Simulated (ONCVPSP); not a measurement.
# Pseudopotential generation for Fe (Z = 26): ONCV, LDA (Perdew-Wang 92), scalar-relativistic.

ONCVPSP 4.0.1 was run on this input:

```
# ATOM AND REFERENCE CONFIGURATION
# atsym  z   nc   nv     iexc    psfile
  Fe 26.00    3    5  -001012      upf
#
#   n    l    f
    1    0    2.00
    2    0    2.00
    2    1    6.00
    3    0    2.00
    3    1    6.00
    3    2    6.00
    4    0    1.50
    4    1    0.50
#
# PSEUDOPOTENTIAL AND OPTIMIZATION
# lmax
    2
#
#   l,   rc,      ep,       ncon, nbas, qcut
    0    1.20    0.00    3    8    8.80
    1    1.70    0.00    4    7    9.40
    2    1.90    0.00    4    9   10.00
#
# LOCAL POTENTIAL
# lloc, lpopt,  rc(5),   dvloc0
    4    5    1.00    3.00
#
# VANDERBILT-KLEINMAN-BYLANDER PROJECTORs
# l, nproj, debl
    0    2    3.40
    1    2    3.40
    2    2    1.40
#
# MODEL CORE CHARGE
# icmod, fcfact, rcfact
    2    0.65    1.20
#
# LOG DERIVATIVE ANALYSIS
# epsh1, epsh2, depsh
   -5.00    5.00    0.04
#
# OUTPUT GRID
# rlmax, drl
    6.00    0.01
#
# TEST CONFIGURATIONS
# ncnf
    4
# nvcnf
#   n    l    f
    5
    3    0    2.00
    3    1    6.00
    3    2    6.00
    4    0    2.00
    4    1    0.00
#
    5
    3    0    2.00
    3    1    6.00
    3    2    6.00
    4    0    1.00
    4    1    0.00
#
    5
    3    0    2.00
    3    1    6.00
    3    2    6.00
    4    0    0.00
    4    1    0.00
#
    5
    3    0    2.00
    3    1    6.00
    3    2    5.00
    4    0    2.00
    4    1    1.00
#
```

Command:

```bash
oncvpsp.x < Fe.dat > Fe.out
```

Output (shortened: citation, most of the input echo, consistency checks and plot data are left out):

```
ONCVPSP  (Optimized Norm-Conservinng Vanderbilt PSeudopotential)
scalar-relativistic version 4.0.1

#   n    l    f        energy (Ha)
    1    0    2.00    -2.5666353E+02
    2    0    2.00    -3.0088474E+01
    2    1    6.00    -2.5682273E+01
    3    0    2.00    -3.4696733E+00
    3    1    6.00    -2.2355150E+00
    3    2    6.00    -3.1695792E-01
    4    0    1.50    -2.2250473E-01
    4    1    0.50    -6.9078321E-02

Reference configufation results
  iterations    34
  all-electron total energy (Ha)   -1.27011355D+03

Begin loop to  construct optimized pseudo wave functions
and semi-local pseudopoentials for all angular momenta

Calculating optimized projector #   1

 for l=   0

    Fraction of norm inside rc  0.892770
    Optimizing pswf for qcut=   8.82 a_B^-1,  ecut=  38.87 Ha
    Residual kinetic energy error=  2.14D-05 Ha

    Energy error per electron        Cutoff
         Ha          eV             Ha
         0.01000     0.27211       20.84
         0.00100     0.02721       29.10
         0.00010     0.00272       34.65
         0.00001     0.00027       73.24

Calculating optimized projector #   2

 for l=   0

    Fraction of norm inside rc  0.033471
    Optimizing pswf for qcut=   8.82 a_B^-1,  ecut=  38.87 Ha
    Residual kinetic energy error=  8.48D-06 Ha

    Energy error per electron        Cutoff
         Ha          eV             Ha
         0.01000     0.27211        7.53
         0.00100     0.02721       24.54
         0.00010     0.00272       32.30
         0.00001     0.00027       38.69

Calculating optimized projector #   1

 for l=   1

    Fraction of norm inside rc  0.974664
    Optimizing pswf for qcut=   9.41 a_B^-1,  ecut=  44.28 Ha
    Residual kinetic energy error=  3.88D-08 Ha

    Energy error per electron        Cutoff
         Ha          eV             Ha
         0.01000     0.27211       22.62
         0.00100     0.02721       28.54
         0.00010     0.00272       33.12
         0.00001     0.00027       37.01

Calculating optimized projector #   2

 for l=   1

    Fraction of norm inside rc  0.033096
    Optimizing pswf for qcut=   9.41 a_B^-1,  ecut=  44.28 Ha
    Residual kinetic energy error=  1.16D-08 Ha

    Energy error per electron        Cutoff
         Ha          eV             Ha
         0.01000     0.27211       14.29
         0.00100     0.02721       21.79
         0.00010     0.00272       28.40
         0.00001     0.00027       33.52

   Wellstate for l =  2  n =  5
     eigenvalue =   1.0830
     asymptotic potential =   1.5830
     half-point radius =  5.0107

Calculating optimized projector #   1

 for l=   2

    Fraction of norm inside rc  0.883783
    Optimizing pswf for qcut=  10.00 a_B^-1,  ecut=  50.04 Ha
    Residual kinetic energy error=  5.58D-08 Ha

    Energy error per electron        Cutoff
         Ha          eV             Ha
         0.01000     0.27211       27.91
         0.00100     0.02721       33.47
         0.00010     0.00272       37.96
         0.00001     0.00027       41.84

Calculating optimized projector #   2

 for l=   2

    Fraction of norm inside rc  0.106737
    Optimizing pswf for qcut=  10.00 a_B^-1,  ecut=  50.04 Ha
    Residual kinetic energy error=  5.04D-08 Ha

    Energy error per electron        Cutoff
         Ha          eV             Ha
         0.01000     0.27211       26.34
         0.00100     0.02721       33.18
         0.00010     0.00272       38.47
         0.00001     0.00027       42.77

Construct Vanderbilt / Kleinmman-Bylander projectors

B matrix Hermiticity error, ll=   0
   1   2    3.1949E-04

  Orthonormal projector coefficients  1.0077E+01  1.2660E+00

B matrix Hermiticity error, ll=   1
   1   2    1.2055E-04

  Orthonormal projector coefficients -1.2814E+00 -3.2339E-01

B matrix Hermiticity error, ll=   2
   1   2   -9.8696E-05

  Orthonormal projector coefficients -5.1542E+00 -1.8008E+00

Model core correction analysis
  based on d2Exc/dn_idn_j

d2excae - all-electron derivatives

   -4.076124D-02   -3.810158D-02   -2.818360D-02   -2.428767D-03
   -9.592015D-04
   -3.810173D-02   -3.651700D-02   -2.768234D-02   -2.974250D-03
   -1.134649D-03
   -2.818395D-02   -2.768256D-02   -2.511174D-02   -7.733129D-03
   -3.526518D-03
   -2.428755D-03   -2.974140D-03   -7.731386D-03   -2.922310D-02
   -2.322805D-02
   -9.592181D-04   -1.134650D-03   -3.525563D-03   -2.321321D-02
   -2.977201D-02

d2excps - pseudofunction derivatives with no core correction

   -4.925634D-02   -4.240680D-02   -2.778144D-02   -3.165138D-03
   -1.194828D-03
   -4.240749D-02   -3.999494D-02   -2.902539D-02   -3.271325D-03
   -1.277530D-03
   -2.778175D-02   -2.902557D-02   -2.716639D-02   -7.585428D-03
   -3.493592D-03
   -3.165315D-03   -3.271238D-03   -7.583686D-03   -2.926979D-02
   -2.324095D-02
   -1.194883D-03   -1.277542D-03   -3.492638D-03   -2.322611D-02
   -2.977704D-02

rms 2nd derivative error    2.288679E-03

amplitude prefactor, scale prefactor
   14.8037    1.1307

d2excps - pseudofunction derivatives with core correction

   -3.908276D-02   -3.732046D-02   -2.666438D-02   -2.436024D-03
   -1.006572D-03
   -3.732048D-02   -3.691393D-02   -2.824605D-02   -2.917018D-03
   -1.166033D-03
   -2.666451D-02   -2.824617D-02   -2.693511D-02   -7.510490D-03
   -3.466274D-03
   -2.436009D-03   -2.916908D-03   -7.508748D-03   -2.921727D-02
   -2.322776D-02
   -1.006588D-03   -1.166036D-03   -3.465320D-03   -2.321292D-02
   -2.977298D-02

rms 2nd derivative error    7.181027E-04

Pseudoatom total energy -119.971554

Diagnostic tests using Vanderbilt-Kleinman-Bylander pseudopotentials
  1 or more projectors used as specified by nproj input data

   l    rcore       rmatch      e in        delta e   norm test  slope test

   0   1.2019020   1.2383944  -3.4696733   0.0000541   1.0001623   1.0001767
   0   1.2019020   1.2383944  -0.2225047   0.0000078   1.0000739   1.0000575

   1   1.7004033   1.7520313  -2.2355150  -0.0000052   1.0001959   1.0001864
   1   1.7004033   1.7520313  -0.0690783   0.0000017   1.0000251   1.0000230

   2   1.9050816   1.9629240  -0.3169579  -0.0000011   1.0000909   1.0000983
   2   1.9050816   1.9629240   1.0830421   0.0000157   1.0001146   1.0001146

 Testing for bound ghosts
   n   l    E NL Schr. Eq   E Basis Diag.   E Cutoff

   1   0       -3.469619       -3.469656    182.36
   2   0       -0.222497        0.002002    182.36

   2   1       -2.235520       -2.235512     77.71
   3   1       -0.069077        0.030959     77.71

   3   2       -0.316959       -0.316609    122.29

 Testing for highly-localized positive-energy ghosts
       l    <radius>/rc     E Basis Diag.   E Cutoff

Test configuration 0

   n   l     f        eae           eps        diff
   1   0  2.0000 -256.66353430
   2   0  2.0000  -30.08847368
   2   1  6.0000  -25.68227264
   3   0  2.0000   -3.46967331   -3.46961918    5.41D-05
   3   1  6.0000   -2.23551502   -2.23552024   -5.22D-06
   3   2  6.0000   -0.31695792   -0.31695898   -1.06D-06
   4   0  1.5000   -0.22250473   -0.22249691    7.82D-06
   4   1  0.5000   -0.06907832   -0.06907665    1.67D-06

    Total energies and differences
      AE_ref= -1.27011355D+03  AE_tst= -1.27011355D+03  dif=  0.00D+00
      PS_ref= -1.19971554D+02  PS_tst= -1.19971554D+02  dif= -1.02D-11
      PSP excitation error=  1.02D-11

Test configuration 1

   n   l     f        eae           eps        diff
   1   0  2.0000 -256.63032263
   2   0  2.0000  -30.05692186
   2   1  6.0000  -25.65062819
   3   0  2.0000   -3.43659968   -3.43618211    4.18D-04
   3   1  6.0000   -2.20238692   -2.20218899    1.98D-04
   3   2  6.0000   -0.28490252   -0.28467788    2.25D-04
   4   0  2.0000   -0.20146417   -0.20149171   -2.75D-05

    Total energies and differences
      AE_ref= -1.27011355D+03  AE_tst= -1.27018906D+03  dif= -7.55D-02
      PS_ref= -1.19971554D+02  PS_tst= -1.20047067D+02  dif= -7.55D-02
      PSP excitation error=  8.58D-06

Test configuration 2

   n   l     f        eae           eps        diff
   1   0  2.0000 -256.94882019
   2   0  2.0000  -30.36854067
   2   1  6.0000  -25.96284607
   3   0  2.0000   -3.75283628   -3.75348191   -6.46D-04
   3   1  6.0000   -2.51896474   -2.51940281   -4.38D-04
   3   2  6.0000   -0.59804520   -0.59866996   -6.25D-04
   4   0  1.0000   -0.46403105   -0.46389884    1.32D-04

    Total energies and differences
      AE_ref= -1.27011355D+03  AE_tst= -1.26985927D+03  dif=  2.54D-01
      PS_ref= -1.19971554D+02  PS_tst= -1.19717291D+02  dif=  2.54D-01
      PSP excitation error=  2.08D-05

Test configuration 3

   n   l     f        eae           eps        diff
   1   0  2.0000 -257.31913211
   2   0  2.0000  -30.72822338
   2   1  6.0000  -26.32344989
   3   0  2.0000   -4.11789648   -4.12057345   -2.68D-03
   3   1  6.0000   -2.88415261   -2.88587616   -1.72D-03
   3   2  6.0000   -0.95677749   -0.95880396   -2.03D-03

    Total energies and differences
      AE_ref= -1.27011355D+03  AE_tst= -1.26925344D+03  dif=  8.60D-01
      PS_ref= -1.19971554D+02  PS_tst= -1.19111675D+02  dif=  8.60D-01
      PSP excitation error=  2.32D-04

Test configuration 4

   n   l     f        eae           eps        diff
   1   0  2.0000 -256.91819536
   2   0  2.0000  -30.37341506
   2   1  6.0000  -25.96425784
   3   0  2.0000   -3.71515610   -3.70784033    7.32D-03
   3   1  6.0000   -2.47394834   -2.46759849    6.35D-03
   3   2  5.0000   -0.52721363   -0.51678719    1.04D-02
   4   0  2.0000   -0.28130060   -0.28173418   -4.34D-04
   4   1  1.0000   -0.10079854   -0.10093192   -1.33D-04

    Total energies and differences
      AE_ref= -1.27011355D+03  AE_tst= -1.26986305D+03  dif=  2.51D-01
      PS_ref= -1.19971554D+02  PS_tst= -1.19725484D+02  dif=  2.46D-01
      PSP excitation error=  4.43D-03
```

The run took about 4.5 s on one core of a shared server CPU.
